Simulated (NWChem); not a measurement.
System: MgH2SeO; SMILES [OH][Mg][SeH]

The following NWChem deck was run.

```
start job
memory heap 200 mb stack 900 mb global 1100 mb
geometry units angstroms noautoz
  Mg     0.011968    -1.170314    -0.000970
  O     -0.003806    -2.928439    -0.002343
  H     -0.004153    -3.879243    -0.005577
  Se     0.047796     1.255429     0.001560
  H     -1.425382     1.277592     0.002188
end
basis spherical
  * library 6-311g**
end
dft
  xc pbe0
  iterations 150
  mulliken
end
task dft energy
```

Parts of the log:

```
             Northwest Computational Chemistry Package (NWChem) 7.3.0
             --------------------------------------------------------

 CS  symmetry detected

                             Geometry "geometry" -> ""
                             -------------------------

 Output coordinates in angstroms (scale by  1.889725989 to convert to a.u.)

  No.       Tag          Charge          X              Y              Z
 ---- ---------------- ---------- -------------- -------------- --------------
    1 Mg                  12.0000     0.01563779    -1.21686805     0.00000000
    2 O                    8.0000     0.01312984    -2.97506252     0.00000000
    3 H                    1.0000     0.01995803    -3.92584482     0.00000000
    4 Se                  34.0000     0.03316152     1.20907755     0.00000000
    5 H                    1.0000    -1.44014190     1.22012482     0.00000000

 Effective nuclear repulsion energy (a.u.)     178.0910563787

      Symmetry information
      --------------------

 Group name             Cs
 Group number              2
 Group order               2
 No. of unique centers     5

                                 NWChem DFT Module
                                 -----------------

 Summary of "ao basis" -> "ao basis" (spherical)
 ------------------------------------------------------------------------------
       Tag                 Description            Shells   Functions and Types
 ---------------- ------------------------------  ------  ---------------------
 Mg                         6-311g**                12       26   6s5p1d
 O                          6-311g**                 8       18   4s3p1d
 H                          6-311g**                 4        6   3s1p
 Se                         6-311g**                18       44   8s7p3d

      Symmetry analysis of basis
      --------------------------

        a'         73
        a"         27

            General Information
            -------------------
          SCF calculation type: DFT
          Wavefunction type:  closed shell.
          No. of atoms     :     5
          No. of electrons :    56
           Alpha electrons :    28
            Beta electrons :    28
          Charge           :     0
          Spin multiplicity:     1
          Use of symmetry is: on ; symmetry adaption is: on
          Maximum number of iterations: 150
          AO basis - number of functions:   100
                     number of shells:    46
          Convergence on energy requested:  1.00D-06
          Convergence on density requested:  1.00D-05
          Convergence on gradient requested:  5.00D-04

              XC Information
              --------------
                         PBE0 Method XC Functional
                     Hartree-Fock (Exact) Exchange  0.250
          PerdewBurkeErnzerhof Exchange Functional  0.750
            Perdew 1991 LDA Correlation Functional  1.000 local
           PerdewBurkeErnz. Correlation Functional  1.000 non-local

             Grid Information
             ----------------
          Grid used for XC integration:  medium
          Radial quadrature: Mura-Knowles
          Angular quadrature: Lebedev.
          Tag              B.-S. Rad. Rad. Pts. Rad. Cut. Ang. Pts.
          ---              ---------- --------- --------- ---------
          Mg                  1.50       88          10.0       590
          O                   0.60       49          12.0       434
          H                   0.35       45          13.0       434
          Se                  1.15      112          13.0       590
          Grid pruning is: on
          Number of quadrature shells:   339
          Spatial weights used:  Erf1

      Superposition of Atomic Density Guess
      -------------------------------------

 Sum of atomic energies:       -2675.14854060

      Non-variational initial energy
      ------------------------------

 Total energy =   -2675.527428
 1-e energy   =   -4081.386157
 2-e energy   =    1227.767672
 HOMO         =      -0.303821
 LUMO         =      -0.079607

      Symmetry analysis of molecular orbitals - initial
      -------------------------------------------------

  Numbering of irreducible representations:

     1 a'          2 a"

  Orbital symmetries:

     1 a'          2 a'          3 a'          4 a'          5 a"
     6 a'          7 a'          8 a'          9 a'         10 a'
    11 a"         12 a'         13 a'         14 a'         15 a"
    16 a"         17 a'         18 a'         19 a'         20 a"
    21 a'         22 a'         23 a'         24 a'         25 a"
    26 a'         27 a'         28 a"         29 a'         30 a'
    31 a'         32 a"         33 a'         34 a'         35 a'
    36 a"         37 a'         38 a'

     ---------------------------------------------
      Total Density - Mulliken Population Analysis
     ---------------------------------------------

    Atom       Charge   Shell Charges
 -----------   ------   -------------------------------------------------------
    1 Mg  12    10.85   0.78  1.20  1.05  0.94  0.46  0.15  2.32  3.61  0.16  0.05  0.04  0.09
    2 O    8     9.21   1.08  0.91  1.08  1.02  2.38  0.80  1.94  0.00
    3 H    1     0.59   0.21  0.28  0.04  0.06
    4 Se  34    34.54   0.77  1.19  1.04  0.93  0.82  1.21  1.30  0.59  0.50  5.48  4.74  1.18  0.64  2.50  1.62  8.12  1.83  0.07
    5 H    1     0.81   0.18  0.45  0.15  0.02

   convergence    iter        energy       DeltaE   RMS-Dens  Diis-err
 ---------------- ----- ----------------- --------- --------- ---------
 d= 0,ls=0.0,diis     1  -2677.5485057119 -2.86D+03  1.08D-02  3.36D+00
 d= 0,ls=0.0,diis     2  -2677.3415852492  2.07D-01  8.86D-03  3.12D+00
 d= 0,ls=0.0,diis     3  -2677.5875643208 -2.46D-01  2.52D-03  8.15D-01
 d= 0,ls=0.0,diis     4  -2677.6555309772 -6.80D-02  8.31D-04  1.44D-02
 d= 0,ls=0.0,diis     5  -2677.6566977513 -1.17D-03  3.40D-04  3.42D-03
  Resetting Diis
 d= 0,ls=0.0,diis     6  -2677.6569715149 -2.74D-04  6.56D-05  8.20D-05
 d= 0,ls=0.0,diis     7  -2677.6569778316 -6.32D-06  3.12D-05  8.07D-06
 d= 0,ls=0.0,diis     8  -2677.6569779270 -9.54D-08  1.41D-05  9.31D-06
 d= 0,ls=0.0,diis     9  -2677.6569788201 -8.93D-07  2.60D-06  3.61D-07

         Total DFT energy =    -2677.656978820110
      One electron energy =    -4085.208770509986
           Coulomb energy =     1342.116993119219
    Exchange-Corr. energy =     -112.656257808041
 Nuclear repulsion energy =      178.091056378698

 Numeric. integr. density =       56.000013149677

                  Occupations of the irreducible representations
                  ----------------------------------------------

                     irrep           alpha         beta
                     --------     --------     --------
                     a'               21.0         21.0
                     a"                7.0          7.0

                       DFT Final Molecular Orbital Analysis
                       ------------------------------------

 Vector   26  Occ=2.000000D+00  E=-2.896557D-01  Symmetry=a"
              MO Center=  1.3D-02, -2.9D+00, -8.9D-15, r^2= 9.3D-01
   Bfn.  Coefficient  Atom+Function         Bfn.  Coefficient  Atom+Function
  ----- ------------  ---------------      ----- ------------  ---------------
    39      0.450585  2 O  pz                35      0.399746  2 O  pz
    31      0.280945  2 O  pz                18      0.074667  1 Mg pz
    21      0.063261  1 Mg pz                23     -0.052207  1 Mg d -1
    15      0.047854  1 Mg pz                76      0.047712  4 Se pz
    12     -0.040401  1 Mg pz                 9     -0.029230  1 Mg pz

 Vector   27  Occ=2.000000D+00  E=-2.895771D-01  Symmetry=a'
              MO Center=  2.3D-02, -2.9D+00, -3.8D-16, r^2= 1.1D+00
   Bfn.  Coefficient  Atom+Function         Bfn.  Coefficient  Atom+Function
  ----- ------------  ---------------      ----- ------------  ---------------
    37      0.447214  2 O  px                33      0.397878  2 O  px
    29      0.279520  2 O  px                16      0.068536  1 Mg px
    19      0.064077  1 Mg px                75     -0.058947  4 Se py
    22     -0.058298  1 Mg d -2              13      0.045134  1 Mg px
     5      0.041215  1 Mg s                 10     -0.037961  1 Mg px

 Vector   28  Occ=2.000000D+00  E=-2.471239D-01  Symmetry=a"
              MO Center=  4.6D-03,  1.1D+00, -7.8D-15, r^2= 2.1D+00
   Bfn.  Coefficient  Atom+Function         Bfn.  Coefficient  Atom+Function
  ----- ------------  ---------------      ----- ------------  ---------------
    76      0.515452  4 Se pz                79      0.417938  4 Se pz
    67     -0.260229  4 Se pz                73      0.187274  4 Se pz
    64      0.099243  4 Se pz                70     -0.086998  4 Se pz
    23      0.061643  1 Mg d -1              18      0.049531  1 Mg pz
    35     -0.040144  2 O  pz                39     -0.035719  2 O  pz

 Vector   29  Occ=0.000000D+00  E=-4.463983D-02  Symmetry=a'
              MO Center= -6.6D-02, -8.9D-01, -2.6D-14, r^2= 6.2D+00
   Bfn.  Coefficient  Atom+Function         Bfn.  Coefficient  Atom+Function
  ----- ------------  ---------------      ----- ------------  ---------------
     6      1.024371  1 Mg s                 58     -0.448124  4 Se s
    78      0.366528  4 Se py                 5      0.226612  1 Mg s
    17      0.212667  1 Mg py                36     -0.209313  2 O  s
    75      0.192377  4 Se py                57     -0.175676  4 Se s
     4     -0.144409  1 Mg s                 97      0.138602  5 H  s

 Vector   30  Occ=0.000000D+00  E=-3.883488D-04  Symmetry=a'
              MO Center=  6.3D-02, -8.8D-01, -1.6D-15, r^2= 7.3D+00
   Bfn.  Coefficient  Atom+Function         Bfn.  Coefficient  Atom+Function
  ----- ------------  ---------------      ----- ------------  ---------------
    19      0.687980  1 Mg px                97      0.483393  5 H  s
    58     -0.335358  4 Se s                 16      0.263122  1 Mg px
    77      0.186930  4 Se px                96      0.172508  5 H  s
    37     -0.150141  2 O  px                13      0.130927  1 Mg px
    20      0.121842  1 Mg py                 5     -0.102884  1 Mg s

 Vector   31  Occ=0.000000D+00  E= 1.285088D-02  Symmetry=a"
              MO Center=  1.1D-02, -1.2D+00, -1.3D-14, r^2= 8.2D+00
   Bfn.  Coefficient  Atom+Function         Bfn.  Coefficient  Atom+Function
  ----- ------------  ---------------      ----- ------------  ---------------
    21      0.836711  1 Mg pz                79     -0.279382  4 Se pz
    18      0.218107  1 Mg pz                39     -0.167030  2 O  pz
    76     -0.151560  4 Se pz                15      0.134830  1 Mg pz
    35     -0.108052  2 O  pz                12     -0.083154  1 Mg pz
    31     -0.079932  2 O  pz                67      0.079572  4 Se pz

     ---------------------------------------------
      Total Density - Mulliken Population Analysis
     ---------------------------------------------

    Atom       Charge   Shell Charges
 -----------   ------   -------------------------------------------------------
    1 Mg  12    11.23   0.78  1.20  1.03  0.96  0.48  0.04  2.35  3.56  0.31  0.21  0.10  0.22
    2 O    8     8.75   1.08  0.91  0.98  0.96  2.04  0.82  1.95  0.00
    3 H    1     0.74   0.27  0.37  0.03  0.07
    4 Se  34    34.34   0.77  1.19  1.03  0.94  0.82  1.22  1.33  0.58  0.50  5.47  4.75  1.16  0.67  2.38  1.50  8.09  1.85  0.10
    5 H    1     0.94   0.22  0.54  0.15  0.03

     -------------------------------------------
      Total Density - Lowdin Population Analysis
     -------------------------------------------

    Atom       Charge   Shell Charges
 -----------   ------   -------------------------------------------------------
    1 Mg  12    11.82   0.90  1.09  0.97  0.98  0.35  0.15  2.46  3.30  0.51  0.44  0.21  0.45
    2 O    8     8.15   1.03  0.95  0.97  0.79  2.03  0.56  1.82  0.00
    3 H    1     0.97   0.27  0.37  0.12  0.21
    4 Se  34    34.05   0.92  1.08  1.03  0.92  0.82  1.20  0.98  0.62  0.87  5.07  4.05  1.74  0.94  2.08  1.68  7.76  2.13  0.16
    5 H    1     1.01   0.24  0.46  0.24  0.07

     Multipole analysis of the density
     ---------------------------------

     L   x y z        total         alpha         beta         nuclear
     -   - - -        -----         -----         ----         -------
     0   0 0 0     -0.000000    -28.000000    -28.000000     56.000000

     1   1 0 0     -0.190643     -0.095321     -0.095321      0.000000
     1   0 1 0     -0.710707     -0.355354     -0.355354      0.000000
     1   0 0 1     -0.000000     -0.000000     -0.000000      0.000000

     2   2 0 0    -23.226327    -15.391546    -15.391546      7.556765
     2   1 1 0     -0.837130      1.390405      1.390405     -3.617940
     2   1 0 1     -0.000000     -0.000000     -0.000000      0.000000
     2   0 2 0    -27.652598   -290.908182   -290.908182    554.163766
     2   0 1 1      0.000000      0.000000      0.000000      0.000000
     2   0 0 2    -26.628718    -13.314359    -13.314359      0.000000
```

Level: PBE0/6-311G** (spherical d). Structure relaxed at the PBE0/def2-SVP level.
